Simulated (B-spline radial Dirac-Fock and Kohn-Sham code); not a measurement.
# Hf³⁺ in Watson spheres of different radius

Method: multi-electron Dirac-Fock with separately optimised hole states, Breit and Lamb-shift corrections added in first order. Computed with a radial atomic solver. The ion, [Xe] 4f14 5d1, sits in a hollow sphere of charge Q = -3, a simple model of the Madelung potential. Inside the sphere an electron's potential energy is raised by the constant 14.40·|Q|/R eV, so binding energies fall by about that much as long as the orbitals stay inside.

```tsv
radius (Å)	14.40 |Q|/R (eV)	1s (eV)	2s (eV)	2p1/2 (eV)	2p3/2 (eV)	3s (eV)	3p1/2 (eV)	3p3/2 (eV)	3d3/2 (eV)	3d5/2 (eV)	4s (eV)	4p1/2 (eV)	4p3/2 (eV)	4d3/2 (eV)	4d5/2 (eV)	4f5/2 (eV)	4f7/2 (eV)	5s (eV)	5p1/2 (eV)	5p3/2 (eV)	5d (eV)
1.8	24.00	65352.8	11290.7	10751.3	9572.9	2617.9	2380.9	2125.0	1728.9	1674.3	554.6	457.1	398.7	238.2	227.5	28.08	26.43	81.40	50.79	42.77	8.15
2.7	16.00	65360.6	11298.5	10759.1	9580.7	2625.8	2388.8	2132.9	1736.8	1682.1	562.5	464.9	406.6	246.1	235.4	35.95	34.30	89.27	58.67	50.65	15.97
```

From the smallest to the largest radius 1s moves by +7.9 eV, while the constant potential alone would give +8.0 eV; the difference comes from charge outside the sphere and its screening.
